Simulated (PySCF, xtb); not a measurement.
difluoro(1-fluoroethenyl)borane (C2H2BF3), SMILES C(F)(=C)B(F)F. One conformer was computed; it need not be the lowest.

Harmonic wavenumbers (cm⁻¹) from GFN2-xTB (xtb) at its own minimum, in rising order: 64, 150, 285, 324, 411, 481, 594, 694, 721, 911, 929, 1134, 1293, 1330, 1357, 1638, 3117, 3168.

### Question
What does B3LYP-D3(BJ)/def2-SVP run with PySCF 2.14.0 give at its own minimum? (The exact figures need the calculation; the answer reports its results.)

### Answer
74, 181, 342, 346, 441, 526, 706, 727, 760, 934, 956, 1189, 1373, 1425, 1451, 1705, 3162, 3271. Paired by order, the mean absolute difference is 54 cm⁻¹ and the zero-point energies are 26.6 and 28.0 kcal/mol.
